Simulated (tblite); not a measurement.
Calculated harmonic vibrations of the isolated species, GFN2-xTB (tblite), most abundant isotopes, no scaling. Against measured fundamentals such values can be off by several per cent, at times by over 20. Modes of hydrogen on phosphorus and silicon can be 10 to 20 % off. One conformer each. Thermal functions are those of the rigid rotor and harmonic oscillator, without mixing of conformers.

Problem. Order these by their heat capacity Cp at 298.15 K, highest first (cal/(mol K)).
A. `CCC1=CCC[P@]1(C)=S`
B. `C#C[C@@](C)([SiH2]C)N([SiH3])[SiH3]`
C. `F[C@H]([Si@@H](SC)F)C[SiH3]`
D. `C1(PC(C)(C)CC)CC1`
E. `CCCC[PH2+]CC#N`
F. `C=C(C)P(C)[C@@H](C)CC`

Solution. B (59.0), F (49.1), D (46.4), C (45.9), A (43.1), E (40.4).

```json
{"SMILES": "C#C[C@@](C)([SiH2]C)N([SiH3])[SiH3]", "atoms": "24", "mass (u)": "173.05", "symmetry number": "1", "modes under 300 cm⁻¹": "14", "ZPE (kcal/mol)": "107.1", "S translation (cal/(mol K))": "41.4", "S rotation": "30.6", "S vibration": "49.9", "S": "121.9", "Cp": "59.0"}
{"SMILES": "C=C(C)P(C)[C@@H](C)CC", "atoms": "26", "mass (u)": "144.11", "symmetry number": "1", "modes under 300 cm⁻¹": "12", "ZPE (kcal/mol)": "142.8", "S translation (cal/(mol K))": "40.8", "S rotation": "29.9", "S vibration": "42.8", "S": "113.6", "Cp": "49.1"}
{"SMILES": "CCC(C)(C)PC1CC1", "atoms": "26", "mass (u)": "144.11", "symmetry number": "1", "modes under 300 cm⁻¹": "11", "ZPE (kcal/mol)": "143.4", "S translation (cal/(mol K))": "40.8", "S rotation": "29.7", "S vibration": "36.9", "S": "107.5", "Cp": "46.4"}
{"SMILES": "CS[Si@@H](F)[C@@H](F)C[SiH3]", "atoms": "18", "mass (u)": "172.00", "symmetry number": "1", "modes under 300 cm⁻¹": "11", "ZPE (kcal/mol)": "75.7", "S translation (cal/(mol K))": "41.4", "S rotation": "30.7", "S vibration": "45.0", "S": "117.0", "Cp": "45.9"}
{"SMILES": "CCC1=CCC[P@]1(C)=S", "atoms": "22", "mass (u)": "160.05", "symmetry number": "1", "modes under 300 cm⁻¹": "10", "ZPE (kcal/mol)": "114.0", "S translation (cal/(mol K))": "41.1", "S rotation": "29.9", "S vibration": "32.9", "S": "103.9", "Cp": "43.1"}
{"SMILES": "CCCC[PH2+]CC#N", "atoms": "21", "mass (u)": "130.08", "symmetry number": "1", "modes under 300 cm⁻¹": "9", "ZPE (kcal/mol)": "109.4", "S translation (cal/(mol K))": "40.5", "S rotation": "29.7", "S vibration": "33.5", "S": "103.7", "Cp": "40.4"}
```

Entropies and Cp are for 298.15 K and 1 bar.
